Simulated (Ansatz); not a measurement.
A run for Ansatz (a first-principles code): R-CCSD(T)/cc-pVDZ on CH3FGe (SMILES [CH3][Ge][F]), a point of a torsion scan. The run froze 16 orbitals, filled d shells among them.

Ansatz 0.2 input:
```yaml
crystal:
  periodic: [false, false, false]
  atoms:
    - {symbol: C, position_ang: [-0.60096060, -0.02423410, -0.00412591]}
    - {symbol: Ge, position_ang: [1.26394657, -0.84801342, -0.01425921]}
    - {symbol: F, position_ang: [0.70401825, -2.47595365, -0.61498278]}
    - {symbol: H, position_ang: [-0.87010877, 0.30248220, 1.00178821]}
    - {symbol: H, position_ang: [-1.34933180, -0.73544985, -0.34873448]}
    - {symbol: H, position_ang: [-0.63551127, 0.85581289, -0.64842100]}
basis:
  gaussian:
    orbitals: cc-pVDZ
magnetization: {spin_polarized: false}
correlation: {method: ccsd_t, electrons: outside_noble_gas}
scf: {lower_state_search: off}
```

Program output:

```
WARN ansatz: RAYON_NUM_THREADS=1 ignored (pool sized by the plan → 1); use --threads N
Functional definition: HF
these checks for a lower state are left out or cut short: stability, starts, cluster_reference, orbital_swaps, neighbouring_geometries, increment
integrals: 0.05 GiB planned
720 factors; integrals over basis functions are off by at most 8.8e-4 eV
mean field: 0.17 GiB planned
mean field evaluation 1: about -60254.1296 eV, gradient 3.5e1 eV
mean field evaluation 2: about -60254.1638 eV, gradient 3.5e1 eV
mean field evaluation 4: about -60257.0277 eV, gradient 2.9e0 eV
mean field evaluation 8: about -60257.0773 eV, gradient 5.8e-2 eV
mean field -60257.07730159 eV, -2214.4067471195 hartree, gradient 1.3e-6 eV, S^2 0.000000; 0 other end points of the search recorded, 0 dependent functions left out
16 core orbitals not correlated
reference -60257.07730159 eV, -2214.4067471195 hartree; 9, 9 occupied and 45, 45 virtual orbitals, 720 factors
second order -11.21908940 eV of doubles, -0.00000000 eV of singles
coupled cluster: 0.12 GiB planned
cycle   1  -11.60149059 eV  change   -3.8e-1 eV  update   1.0e-1
cycle   2  -11.92248054 eV  change   -3.2e-1 eV  update   3.5e-2
cycle   3  -12.04152820 eV  change   -1.2e-1 eV  update   2.3e-2
cycle   4  -12.03914292 eV  change    2.4e-3 eV  update   5.8e-3
cycle   5  -12.03580937 eV  change    3.3e-3 eV  update   2.7e-3
cycle   6  -12.03614665 eV  change   -3.4e-4 eV  update   9.3e-4
cycle   7  -12.03602199 eV  change    1.2e-4 eV  update   3.7e-4
cycle   8  -12.03594514 eV  change    7.7e-5 eV  update   1.2e-4
cycle   9  -12.03598972 eV  change   -4.5e-5 eV  update   4.5e-5
cycle  10  -12.03599883 eV  change   -9.1e-6 eV  update   1.3e-5
perturbative correction -0.28925650 eV, -0.0106299802 hartree
Total energy: -60269.40255692 eV, -2214.8596918985 hartree
Checks for a lower state left out: stability, starts, cluster_reference, orbital_swaps, neighbouring_geometries, increment
```

The calculation finished and met its thresholds.

Cost: very roughly 2.3 core-seconds.
